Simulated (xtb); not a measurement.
C₃H₉FOSi, SMILES C(C)OC[SiH2]F. All values are semi-empirical tight-binding results from xtb (GFN2-xTB unless named), good for trends rather than for accurate numbers. The structure is a stationary point at GFN2-xTB. This is a generated structure with no PubChem entry under its InChIKey; it may be hypothetical. The values are those of a single conformer.

```yaml
orbital_gap: 5.06 eV
dipole_moment: 2.12 D
zero_point_energy: 72.0 kcal/mol
G − E(el) at 298.15 K (modified RRHO): 50.9 kcal/mol
static polarisability (D4 model): 73.8 bohr³
solvation energy, GFN2-xTB/ALPB(water): -1.3 kcal/mol
solvation energy, GFN2-xTB/ALPB(acetonitrile): -3.9 kcal/mol
```
